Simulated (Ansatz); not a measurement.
Mulliken charges of ClGeH6NSi (`N[SiH2][GeH2][Cl]`) from r2SCAN/def2-TZVPP in Ansatz (PBE0-D4/def2-TZVP geometry).

| atom | x (Å) | y (Å) | z (Å) | charge (e) |
| --- | --- | --- | --- | --- |
| N1 | -1.712 | 0.124 | -0.722 | -0.429 |
| Si2 | -0.375 | -0.885 | -0.341 | 0.337 |
| Ge3 | 1.371 | 0.298 | 0.795 | 0.276 |
| Cl4 | 1.569 | 2.120 | -0.392 | -0.358 |
| H5 | -2.400 | 0.308 | -0.008 | 0.160 |
| H6 | -1.548 | 0.951 | -1.275 | 0.164 |
| H7 | 0.228 | -1.415 | -1.591 | -0.062 |
| H8 | -0.861 | -1.999 | 0.514 | -0.069 |
| H9 | 1.036 | 0.785 | 2.217 | -0.011 |
| H10 | 2.773 | -0.339 | 0.806 | -0.008 |

By hand: the dipole of these point charges (1 e Å = 4.8032 D).

Σ q r = (-0.201, -0.603, 0.377) e Å, of length 0.739 e Å = 3.55 D.

How does the dipole of the full density compare? (Best estimate.)

Computed: (-0.325, -0.225, 0.190) e Å, 2.11 D; the point charges give 1.68 times that, at 33° from its direction.

Point charges leave out the atoms' own dipoles, such as those of lone pairs, and Mulliken's split depends on the basis, so the two needn't agree.
